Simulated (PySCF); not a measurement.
# Charge on either side of a bond

Si(NCS)Me3, C₄H₉NSSi.
Structure used (PBE0-D3(BJ)/def2-SVP), in Å, numbered top down from 1:
```xyz
16
C4H9NSSi angstrom
Si    -0.0045   -0.0009   -0.0940
N      0.0001   -0.0267    1.6571
C      0.0079   -0.0421    2.8489
S      0.0189   -0.0621    4.4287
C      1.7802    0.0078   -0.6509
H      1.8402    0.0272   -1.7509
H      2.3078   -0.8909   -0.2964
H      2.3116    0.8906   -0.2638
C     -0.8996    1.5559   -0.6158
H     -0.9341    1.6338   -1.7142
H     -0.3880    2.4497   -0.2266
H     -1.9337    1.5623   -0.2388
C     -0.8960   -1.5428   -0.6637
H     -1.9309   -1.5607   -0.2889
H     -0.3859   -2.4481   -0.3005
H     -0.9283   -1.5868   -1.7641
```

Atomic charges (e) from the PBE0/pcSseg-1 density (PySCF):

```csv
atom,Mulliken,IAO,Hirshfeld,ESP-fitted
Si1,+1.0045,+1.2243,+0.4621,+1.0091
N2,-0.6224,-0.4548,-0.1837,-0.0805
C3,+0.2267,+0.0802,+0.0850,-0.1375
S4,-0.0520,-0.0800,-0.1399,-0.0916
C5,-0.6290,-0.7298,-0.2139,-0.7483
H6,+0.1426,+0.1546,+0.0457,+0.1778
H7,+0.1502,+0.1592,+0.0468,+0.1689
H8,+0.1503,+0.1592,+0.0468,+0.1701
C9,-0.6287,-0.7295,-0.2137,-0.7621
H10,+0.1427,+0.1547,+0.0456,+0.1814
H11,+0.1502,+0.1592,+0.0468,+0.1727
H12,+0.1504,+0.1592,+0.0469,+0.1733
C13,-0.6288,-0.7296,-0.2137,-0.7552
H14,+0.1503,+0.1592,+0.0468,+0.1715
H15,+0.1502,+0.1592,+0.0468,+0.1714
H16,+0.1427,+0.1546,+0.0456,+0.1791
```

Problem. Cut each of the bonds N2–Si1, C3–N2 and C5–Si1 in turn and sum the charges on the side of the atom named first.

Solution. In e; the other side holds the opposite charge:

```tsv
bond cut	piece	atoms	Mulliken	IAO	Hirshfeld	ESP-fitted
N2–Si1	CNS	3	-0.448	-0.455	-0.239	-0.310
C3–N2	CS	2	+0.175	0.000	-0.055	-0.229
C5–Si1	CH3	4	-0.186	-0.257	-0.075	-0.232
```

Extremes among these pieces. Mulliken: lowest CNS at N2, highest CS at C3; IAO: lowest CNS at N2, highest CS at C3; Hirshfeld: lowest CNS at N2, highest CS at C3; ESP-fitted: lowest CNS at N2, highest CS at C3.

Problem. Do the schemes agree better on the pieces than on the single atoms at the cuts?

Solution. The spread between schemes averages 0.267 e for the pieces and 0.480 e for the atoms named first; it is smaller for the piece at 2 of the 3 cuts. On average they agree better on the pieces. The sign differs between schemes (beyond ±0.03 e) for CS at C3.

Geometry: PBE0-D3(BJ)/def2-SVP; no solvent, vibrations or thermal averaging.
